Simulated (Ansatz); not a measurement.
Total energies of OsO₄ from Ansatz at PBE-D4/def2-TZVP, gas phase (1 Eh = 27.2114 eV = 2625.5 kJ/mol). The reference geometry is relaxed at PBE0-D4/def2-SVP.

```tsv
state	geometry	energy (Eh)
charge 0 singlet	reference	-391.56534
charge 1 doublet	reference	-391.11031
charge 1 doublet	relaxed at PBE0-D4/def2-SVP	-391.11420
free Os atom (quintet)	–	-90.59163
free O atom (triplet)	–	-75.00967
```

In the def2 sets Os takes a core potential; there is no spin–orbit coupling.

**Question.** Work out the vertical ionisation energy to the doublet.

**Answer.** E(charge 1 doublet) − E(charge 0 singlet) = -391.11031 − (-391.56534) = 0.45503 Eh = 12.38 eV. For comparison, −ε of the highest occupied level is 8.95 eV at this level, 3.43 eV less.

**Question.** How much does the charge 1 doublet relax, and what is the adiabatic ionisation energy?

**Answer.** Relaxation: -391.11031 − (-391.11420) = 0.00389 Eh = 0.11 eV. Adiabatic ionisation energy: 0.45114 Eh = 12.28 eV, without zero-point energy. 

**Question.** What is the binding energy per atom against free atoms?

**Answer.** Atoms: 1 × (-90.59163) + 4 × (-75.00967) = -390.63031 Eh. Binding: -390.63031 − (-391.56534) = 0.93503 Eh = 25.44 eV, or 5.09 eV for each of 5 atoms (no zero-point energy, no counterpoise term).

At PBE-D4/def2-TZVP the gap within one spin of the charge 1 doublet nearly closes, so an electron or hole may be smeared out by delocalisation error.
